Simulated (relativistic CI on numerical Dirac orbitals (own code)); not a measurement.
# Hyperfine structure of Hg⁵³⁺, mass number 201

Calculated at this level of theory: Dirac-Coulomb-Breit CI, KLI orbitals optimised for each configuration, model QED (radiative potential, 1s self-energy scaled to tabulated hydrogen-like ionisation energies), unscaled Slater integrals (own radial code, finite nucleus).

Configuration list (outside the closed core [Ne]): 3s²3p⁶3d⁹, 3s²3p⁵3d¹⁰, 3s3p⁶3d¹⁰, 3s²3p⁶3d⁸4s, 3s²3p⁶3d⁸4p, 3s²3p⁴3d¹⁰4s, 3s²3p⁶3d⁸4d, 3s²3p⁴3d¹⁰4p, 3s²3p⁵3d⁹4s, 3s²3p⁶3d⁸4f, 3s²3p⁴3d¹⁰4d, 3s²3p⁵3d⁹4p, 3s3p⁵3d¹⁰4s, 3s3p⁵3d¹⁰4p, 3s²3p⁶3d⁷4s², 3s²3p⁵3d⁹4d. Levels of other configurations are missing.

Nuclear spin I = 3/2, μ = -0.558 μN, Q = 0.387 b (tables of Stone and Pyykkö). The electronic factors are computed for point nuclear moments, without core polarisation or the Bohr-Weisskopf and QED corrections.

```csv
Level,E (Ry),A (GHz),B (GHz)
3s²3p⁶3d⁹ ²D5/2,0.000,-18.71,-40.2
3s²3p⁶3d⁹ ²D3/2,7.157,-48.56,-34.1
3s²3p⁵3d¹⁰ ²P°3/2,38.502,-92.27,-195
3s²3p⁵3d¹⁰ ²P°1/2,72.028,-940.3,
3s3p⁶3d¹⁰ ²S1/2,92.049,-2895,
3s²3p⁶3d⁸4s ⁴F9/2,144.672,-130.5,-29.3
3s²3p⁶3d⁸4s ²F7/2,144.925,92.79,-27.2
3s²3p⁶3d⁸4s ²S1/2,147.164,-1023,
```

Levels with J = 0, under 50 % of one LS term, or S terms without an open s electron are left out. Small factors come from cancelling terms and can be off by tens of per cent or more.

At this charge energies of transitions that change n are usually good to better than 1 %, and those within a shell (Δn = 0) to a few per cent.

(1) Give the hyperfine levels of 3s²3p⁶3d⁹ ²D5/2 relative to its centre of gravity.

Results:

(1) With K = F(F + 1) − I(I + 1) − J(J + 1), E = AK/2 + B[¾K(K + 1) − I(I + 1)J(J + 1)]/[2I(2I − 1)J(2J − 1)]: F = 1: 70.1, F = 2: 64.81, F = 3: 26.76, F = 4: -80.19 GHz.

LS names give the leading component of a level, which can be under half, so a name can repeat, a term be missing and a line seem to break the LS rules.
